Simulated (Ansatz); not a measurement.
Ansatz (a program for electronic structure) input:

Ansatz 0.2 input:
```yaml
crystal:
  periodic: [false, false, false]
  atoms:
    - {symbol: Bi, position_ang: [0.28230581, -0.01155045, 0.34260263]}
    - {symbol: Cl, position_ang: [0.69099065, 0.32528590, -1.96358521]}
    - {symbol: Cl, position_ang: [-2.06930726, -0.26889250, 0.29087824]}
basis:
  gaussian:
    orbitals: def2-TZVP
hamiltonian:
  xc: {name: PBE0}
total_charge: 1
```

### Question
Which total energy does the run end on?

### Answer
-1134.54378 Eh (PBE0/def2-TZVP). The basis has 124 functions.

It need not be the lowest isomer of its formula.
